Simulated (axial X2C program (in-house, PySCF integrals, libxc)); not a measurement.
# How long does SbN⁺ take?

A bond scan computed with an axial X2C code built on PySCF integrals. Basis: Sb dyall-cv3z [11s12p8d4f1g], N dyall-av3z [7s7p3d2f] (cores contracted in-house).

Input file and command:
```json
{"zs": [51, 7], "q": 1, "bas": ["dyall-cv3z", "dyall-av3z"], "levels": ["PBE0", "HF", "B97-3"], "cc": true, "r0": 1.93, "thr": -1.0, "nmax": 90, "npts": 10, "nst": 2, "ntry": 6}
```
```bash
python so2c.py task.json out
```

Keys: zs atomic numbers; q charge; bas basis sets; levels methods; cc coupled cluster on or off; r0 starting distance in Å; thr threshold in hartree for freezing inner shells (an s shell follows its p shell); nmax most natural virtual spinors; npts points on the curve; nst determinants followed; ntry starts of the search. HF also brings MP2.

Hardware: 1 thread of Intel(R) Xeon(R) Processor @ 2.30GHz, with other jobs on the host.

Wall time of one point of each curve, integrals apart:

```
Hamiltonian                               level  points  seconds a point
  spin-free                                PBE0      10             0.69
  spin-free                                  HF      10              0.3
  spin-free  CCSD(T) (9 electrons, 90 virtuals)       7              5.8
  spin-free                               B97-3      10              0.7
         2c                                PBE0      10             0.85
         2c                                  HF      10             0.58
         2c  CCSD(T) (9 electrons, 90 virtuals)       7              6.3
         2c                               B97-3      10             0.86
```

The rest:

Search with its distance optimisation 18 s, atoms 13 s, whole task 170 s. Coupled cluster runs on the points near the minimum only. The program drops outer points, and coupled cluster, when its time limit (not in the input) nears; MP2, further determinants and curves that did not converge are not in the table.
